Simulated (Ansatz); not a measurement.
Frontier orbitals of C₂F₂HfN₂O₂, SMILES `O=C=[N][Hf]([F])([F])[N]=C=O`.

Charge 0, multiplicity 1. Correlated methods include outer-core shells of Hf, which these sets cover unevenly. Hf: def2 effective core potential. All single points use the PBE0-D4/def2-TZVP geometry. It is one conformer, not always the lowest. Basis def2-TZVPP, Ansatz.

Orbital energies of one run (eV). Highest occupied ones, from the top: -10.47, -10.71, -10.76, -11.04, -14.22, -14.44, -14.69, -14.69, -15.13, -15.32, -15.35, -15.40, -15.44, -15.46. Empty: -0.82, -0.51, -0.25, 0.13, 0.30, 0.79.

Q: Which functional gave them?
A. PBE
B. HSE06 (plane-wave form)
C. BHLYP
D. LDA (SPW92)

A: C. HOMO energies: BHLYP -10.47, HSE06 -8.76, PBE -7.76, LDA (SPW92) -8.03 eV.
